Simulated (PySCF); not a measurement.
# One molecule, several mistakes: BCGeH5N

These are calculations, not measurements. The program is PySCF 2.14.0, an open-source quantum chemistry code, run on an isolated molecule that a program drew, which may never have been made. The molecule is BCGeH5N (charge 0, doublet), drawn as the SMILES string `B=[CH][GeH][NH2]`.

Each row is a Hartree-Fock (HF) and frozen-core CCSD(T) single point in the cc-pVDZ basis, meant for a local HF minimum. Run 1 is clean. Each other run has one planted mistake out of seven kinds, and not every kind appears here: one electron removed, one electron added, multiplicity raised by two, geometry at a saddle point, minimal basis STO-3G, one bond length entered in bohr, all coordinates scaled. The reference is restricted for singlets and unrestricted otherwise, and also for a bond in bohr. Adding or removing an electron swaps singlet and doublet. Electrons count all cores. HOMO and LUMO are orbital energies over both spins, the gradient is its largest component, and the lowest frequency (negative if imaginary) is given only where the gradient is small. Bond lengths are over the 8 bonds as drawn. T1 is the CCSD diagnostic: over 0.02 (restricted) or 0.045 (unrestricted) a single reference is doubtful. Germanium has the cc-pVDZ-PP basis, with a core potential (ECP10MDF) in place of its 10 inner electrons, and its 3s, 3p and 3d shells are frozen in CCSD(T).

Geometry of the clean run:
```xyz
9
BCGeH5N, angstrom
B    -0.5483   -0.4788   -1.8684
C     0.7666   -0.0768   -1.8407
Ge    0.9350    1.8608   -1.7508
N     1.6676    2.3656   -0.1254
H    -1.6973   -0.7282   -1.8889
H     1.6708   -0.6672   -1.8838
H    -0.4668    2.5093   -1.8308
H     2.5033    1.8629    0.1229
H     1.8650    3.3499   -0.0498
```

| run | electrons | basis functions | <S^2> | HOMO (eV) | LUMO (eV) | gradient (hartree/bohr) | lowest frequency (cm^-1) | mean bond (Å) | longest bond (Å) | T1 | HF (hartree) | CCSD(T) (hartree) | mistake |
|---|---|---|---|---|---|---|---|---|---|---|---|---|---|
| 1 | 55 | 90 | 0.774 | -7.68 | 1.44 | 1.4e-05 | 96 | 1.3740 | 1.947 | 0.0209 | -413.21680 | -413.74016 | no fault |
| 2 | 55 | 90 | 1.571 | -7.99 | 1.17 | 2.2e-02 | - | 1.4859 | 1.947 | 0.0594 | -413.08800 | -413.60099 | one bond length entered in bohr |
| 3 | 55 | 90 | 3.774 | -5.87 | 0.12 | 1.2e-01 | - | 1.3740 | 1.947 | 0.0184 | -413.11755 | -413.60482 | multiplicity raised by two |
| 4 | 54 | 90 | 0.000 | -14.72 | -5.88 | 6.6e-02 | - | 1.3740 | 1.947 | 0.0230 | -412.96646 | -413.48942 | ? |
| 5 | 56 | 90 | 0.000 | -0.24 | 7.51 | 6.5e-02 | - | 1.3740 | 1.947 | 0.0300 | -413.19064 | -413.75122 | ? |

**Which mistake was planted in run 4, and what did it cost?**

It counts 54 electrons, one fewer than the clean run, at the same geometry and basis. So the mistake is: one electron removed. Subtracting run 1 and multiplying by 627.51 kcal/mol a hartree, the energy moved by 157.1 kcal/mol in HF and 157.3 kcal/mol in CCSD(T).

**Which mistake was planted in run 5, and what did it cost?**

It counts 56 electrons, one more than the clean run, at the same geometry and basis. So the mistake is: one electron added. Subtracting run 1 and multiplying by 627.51 kcal/mol a hartree, the energy moved by 16.4 kcal/mol in HF and -6.9 kcal/mol in CCSD(T).

Cautions from the logs. Run 2: T1 is over the limit, so its CCSD(T) energy is less reliable; run 4: T1 is over the limit, so its CCSD(T) energy is less reliable; run 5: T1 is over the limit, so its CCSD(T) energy is less reliable.
